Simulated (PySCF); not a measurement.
# Peak assignment

Geometry (Å), atoms numbered from 1 in this order:
```xyz
18

C    -0.349   -1.240    1.001
C    -0.285    0.023    0.147
Si   -1.560    1.336    0.744
Si   -0.414   -0.377   -1.727
O     0.947    0.766    0.438
C     2.098    0.246    0.022
F     2.388    0.609   -1.270
F     3.103    0.753    0.758
H    -0.136   -1.009    2.044
H     0.354   -2.007    0.671
H    -1.349   -1.660    0.935
H    -2.902    0.774    0.566
H    -1.387    2.541   -0.059
H    -1.299    1.599    2.158
H    -0.195    0.838   -2.499
H     0.567   -1.411   -2.072
H    -1.759   -0.918   -1.925
H     2.170   -0.855    0.056
```

PySCF 2.14 calculation with shielding tensors at PBE0/pcSseg-1 (GIAO) and GFN2-xTB structure; no relativistic terms, equivalent nuclei averaged, isolated molecule, a single conformation.

Chemical shifts δ = σref − σ; TMS for ¹³C (σref 186.93) and ¹H (σref 31.72), all at this level.

Question: Assign these signals to the numbered atoms. ¹³C{¹H} NMR (computed): δ 122.6 (CH), 65.1 (C), 21.3 (CH3).

Answer: 
122.6 → C6, sp3 CH bonded to 2 F and O: 3 electronegative neighbours deshield it
65.1 → C2, fully substituted sp3 carbon bonded to O and 2 Si: the inductive effect lowers its shielding
21.3 → C1, methyl carbon: aliphatic region, no heteroatom directly attached

Question: Assign these signals to the numbered atoms. ¹H NMR (500 MHz, computed): δ 6.45 (m, 1H), 4.04 (s, 6H), 1.69 (s, 3H).

Answer: 
```tsv
δ (ppm)	atoms	environment	reason
6.45	H18	hydrogen on an sp3 CH bonded to 2 F and O	its carbon carries F and O, which withdraws density
4.04	H12/H13/H14/H15/H16/H17	hydrogen on a silicon bonded to C	–
1.69	H9/H10/H11	hydrogen on a methyl carbon	–
```

Splittings by ¹⁹F in the carbon and heteronuclear signals aren't shown, as no couplings were computed. Shifts are as computed. Against solution values, carbons near 30 ppm lie about +3 ppm off and those near 130 ppm about +5 ppm. Of 1211 compounds with measured shifts, 218 miss one by over three times the rms of a fit or turn the order of signals round; such compounds aren't used in these exercises. No couplings were computed; multiplicities are counted from neighbouring protons, with m where these are inequivalent, close in shift, in a saturated or five-membered ring or joined by F or P, and br s for small geminal =CH2 splittings.
